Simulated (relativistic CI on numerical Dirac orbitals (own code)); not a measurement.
**d1 to d9 in one octahedral field**

Computed with a parametric ligand-field model without spin-orbit coupling, by exact diagonalisation: B = 300, C = 1210, 10Dq = 31000 cm⁻¹ (Oh; |10Dq|/B = 103.3) for every shell. Energies in cm⁻¹; the field energy is (0.6 n_e − 0.4 n_t2) × 10Dq of the ground term; g labels are left out. So small a B with so large a field is typical of 4d and 5d ions, where spin-orbit coupling, left out here, reaches 1,000 to 4,000 cm⁻¹.

| Shell | Ground term | Electrons in e | Field energy | First spin-allowed bands | Lowest term of other spin |
| --- | --- | --- | --- | --- | --- |
| d1 | 2T2 | 0.000 | -12400 | 2E 31000 |  |
| d2 | 3T1 | 0.003 | -24712 | 3T2 30196, 3T1 33892 | 1T2 4281 |
| d3 | 4A2 | 0.000 | -37200 | 4T2 31000, 4T1 34486 | 2E 6128 |
| d4 | 3T1 | 0.005 | -49457 | 3E 29706, 3T1 30000 | 1T2 3893 |
| d5 | 2T2 | 0.009 | -61709 | 2A2 29180, 2T1 29289 | 4T1 24938 |
| d6 | ? | ? | ? | ? | ? |
| d7 | 2E | 1.004 | -55664 | 2T1 29932, 2T2 30259 | 4T1 25019 |
| d8 | 3A2 | 2.000 | -37200 | 3T2 31000, 3T1 34486 | 1E 4803 |
| d9 | 2E | 3.000 | -18600 | 2T2 31000 |  |

(1) Fill in the row of d6.

Results:

(1) Ground term: 1A1; Electrons in e: 0.007; Field energy: -74171; First spin-allowed bands: 1T1 29986, 1T2 34533; Lowest term of other spin: 3T1 27481. Low spin: d4, d5, d6, d7; the other shells keep the spin of the free ion. Only d4 to d7 can choose; the field needed to pair spins is smallest for d6 and largest for d5, which loses most exchange energy. In the strong-field picture 10Dq must exceed about 6B + 5C = 7850 (d4), 7.5B + 5C = 8300 (d5), 2.5B + 4C = 5590 (d6) and 4B + 4C = 6040 (d7); mixing of terms shifts these bounds somewhat.
